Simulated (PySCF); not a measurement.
Ga(F)(OH)2 (FGaH2O2), SMILES [OH][Ga]([OH])[F]. Geometry optimised at B3LYP-D3(BJ)/def2-SVP. The values are those of a single conformer.

Computed equilibrium geometry at B3LYP-D3(BJ)/def2-SVP (PySCF confirms it by a frequency run) as Cartesian coordinates in Å, and its point group (one conformer of several):
point group Cs.
```xyz
6

Ga    -0.0019    -0.0126     0.0000
F     -1.6555     0.5597     0.0000
O      0.2677    -1.7629     0.0000
H      1.2061    -1.9958     0.0000
O      1.3243     1.1707     0.0000
H      1.0150     2.0868     0.0000
```
Charge 0, spin multiplicity 1.
